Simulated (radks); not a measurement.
Excited configurations of Ca I: one electron is placed in a higher orbital outside [Ar] 4s1. The ground configuration is [Ar] 4s2. All-electron calculation, non-relativistic Kohn-Sham, PBE, spin-polarised, spherical densities, point nucleus; open shells are filled with parallel spins first. Program: a radial shooting solver on a logarithmic mesh with Libxc functionals. Excitation = E - E(ground); binding = E(ion) - E, where the ion is the core of charge +1; n* = 1/sqrt(2 binding) in atomic units, and the quantum defect is n - n*.

[
 {"outer orbital": "4p", "excitation (eV)": "1.843", "binding (eV)": "4.227", "n*": "1.794", "eigenvalue (eV)": "-2.250", "<r> (bohr)": "4.978"},
 {"outer orbital": "4d", "excitation (eV)": "4.390", "binding (eV)": "1.679", "n*": "2.846", "eigenvalue (eV)": "-0.788", "<r> (bohr)": "10.05"},
 {"outer orbital": "5s", "excitation (eV)": "3.743", "binding (eV)": "2.327", "n*": "2.418", "eigenvalue (eV)": "-1.430", "<r> (bohr)": "9.566"},
 {"outer orbital": "5p", "excitation (eV)": "4.291", "binding (eV)": "1.778", "n*": "2.766", "eigenvalue (eV)": "-1.063", "<r> (bohr)": "11.77"},
 {"outer orbital": "5f", "excitation (eV)": "5.373", "binding (eV)": "0.696", "n*": "4.420", "eigenvalue (eV)": "-0.404", "<r> (bohr)": "27.43"},
 {"outer orbital": "6s", "excitation (eV)": "4.774", "binding (eV)": "1.295", "n*": "3.241", "eigenvalue (eV)": "-0.820", "<r> (bohr)": "17.72"},
 {"outer orbital": "6p", "excitation (eV)": "5.019", "binding (eV)": "1.051", "n*": "3.598", "eigenvalue (eV)": "-0.664", "<r> (bohr)": "21.02"},
 {"outer orbital": "6d", "excitation (eV)": "5.349", "binding (eV)": "0.721", "n*": "4.345", "eigenvalue (eV)": "-0.460", "<r> (bohr)": "29.77"},
 {"outer orbital": "7s", "excitation (eV)": "5.241", "binding (eV)": "0.828", "n*": "4.053", "eigenvalue (eV)": "-0.552", "<r> (bohr)": "28.09"},
 {"outer orbital": "7p", "excitation (eV)": "5.364", "binding (eV)": "0.705", "n*": "4.393", "eigenvalue (eV)": "-0.467", "<r> (bohr)": "32.47"}
]

The Delta-SCF ionisation energy is 6.069 eV (NIST Atomic Spectra Database: 6.113 eV, measured). Self-interaction in the functional shifts the binding energies and quantum defects, so they are the method's values and not measured ones.
